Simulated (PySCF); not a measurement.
# InTe: script and output

File input.py (PySCF 2.14):

```python
from pyscf import gto, scf
from pyscf.hessian import thermo

mol = gto.M(
    atom='In 0 0 0; Te 0 0 2.845',
    basis='def2-svp',
    ecp={'In': 'def2-svp', 'Te': 'def2-svp'},
    charge=0,
    spin=1,
    verbose=4,
)
mf = scf.UHF(mol)
mf.kernel()
hess = mf.Hessian().kernel()
print('wavenumber (cm^-1) =', thermo.harmonic_analysis(mol, hess)['freq_wavenumber'].round(1))
mf.dip_moment()
print('orbital energies (hartree):', [e[max(0, n-3):n+3].round(4) for e, n in zip(mf.mo_energy, mol.nelec)])
```

```bash
$ OMP_NUM_THREADS=1 python input.py
```

It prints (some set-up lines and the per-cycle HOMO/LUMO lines with their warnings removed):

```
PySCF version 2.14.0

[INPUT] verbose = 4
[INPUT] num. atoms = 2
[INPUT] num. electrons = 45
[INPUT] charge = 0
[INPUT] spin (= nelec alpha-beta = 2S) = 1
[INPUT] symmetry False subgroup None
[INPUT] Mole.unit = angstrom
[INPUT] Symbol           X                Y                Z      unit          X                Y                Z       unit  Magmom
[INPUT]  1 In     0.000000000000   0.000000000000   0.000000000000 AA    0.000000000000   0.000000000000   0.000000000000 Bohr   0.0
[INPUT]  2 Te     0.000000000000   0.000000000000   2.845000000000 AA    0.000000000000   0.000000000000   5.376270824388 Bohr   0.0

nuclear repulsion = 93.7452774353884
number of shells = 20
number of NR pGTOs = 122
number of NR cGTOs = 52
basis = def2-svp
ecp = {'In': 'def2-svp', 'Te': 'def2-svp'}

******** <class 'pyscf.scf.uhf.UHF'> ********
method = UHF
initial guess = minao
damping factor = 0
level_shift factor = 0
DIIS = <class 'pyscf.scf.diis.CDIIS'>
diis_start_cycle = 1
diis_space = 8
diis_damp = 0
SCF conv_tol = 1e-09
SCF conv_tol_grad = None
SCF max_cycles = 50
direct_scf = True
direct_scf_tol = 1e-13
number electrons alpha = 23  beta = 22
Set gradient conv threshold to 3.16228e-05
init E= -405.865493761266

cycle= 1 E= -455.002632861872  delta_E= -49.1  |g|= 1.54  |ddm|= 9.69
cycle= 2 E= -454.076212290233  delta_E= 0.926  |g|=  1.3  |ddm|= 4.25
cycle= 3 E= -455.87808314825  delta_E= -1.8  |g|= 0.55  |ddm|= 2.81
cycle= 4 E= -456.212769627755  delta_E= -0.335  |g|= 0.112  |ddm|= 1.04
cycle= 5 E= -456.234803054662  delta_E= -0.022  |g|= 0.0431  |ddm|= 0.305
cycle= 6 E= -456.240000817282  delta_E= -0.0052  |g|= 0.0221  |ddm|= 0.149
cycle= 7 E= -456.242169152943  delta_E= -0.00217  |g|= 0.00908  |ddm|= 0.123
cycle= 8 E= -456.24254039252  delta_E= -0.000371  |g|= 0.00505  |ddm|= 0.0458
cycle= 9 E= -456.242687436251  delta_E= -0.000147  |g|= 0.00291  |ddm|= 0.0282
cycle= 10 E= -456.242754529241  delta_E= -6.71e-05  |g|= 0.000874  |ddm|= 0.028
cycle= 11 E= -456.24275899741  delta_E= -4.47e-06  |g|= 0.000369  |ddm|= 0.00632
cycle= 12 E= -456.242759774033  delta_E= -7.77e-07  |g|= 0.00023  |ddm|= 0.00207
cycle= 13 E= -456.242760195439  delta_E= -4.21e-07  |g|= 0.000113  |ddm|= 0.00178
cycle= 14 E= -456.242760309806  delta_E= -1.14e-07  |g|= 4.51e-05  |ddm|= 0.00106
cycle= 15 E= -456.242760324956  delta_E= -1.51e-08  |g|= 2.24e-05  |ddm|= 0.000354
cycle= 16 E= -456.242760328389  delta_E= -3.43e-09  |g|= 7.85e-06  |ddm|= 0.000189
cycle= 17 E= -456.242760328697  delta_E= -3.09e-10  |g|= 2.9e-06  |ddm|= 5.9e-05
Extra cycle  E= -456.242760328712  delta_E= -1.41e-11  |g|= 1.54e-06  |ddm|= 8.06e-06
converged SCF energy = -456.242760328712  <S^2> = 0.79493541  2S+1 = 2.0444416
wavenumber (cm^-1) = [118.6]
Dipole moment(X, Y, Z, Debye): -0.00000, -0.00000, -5.24741
orbital energies (hartree): [array([-0.3294, -0.2902, -0.2902,  0.0066,  0.0066,  0.0717]), array([-0.4148, -0.2756, -0.2756, -0.0369,  0.0121,  0.0121])]
```

In short: E(SCF) = -456.242760 Eh, ⟨S²⟩ = 0.795, μz(SCF) = -5.25 D, wavenumbers 119 cm⁻¹.

Run time: 16 s on 1 thread of Arm Neoverse V2 (shared host), peak memory 0.12 GiB.

The bond length is a typed value, not an optimised one, so the wavenumber is not that of the minimum. No search for the lowest solution was made.
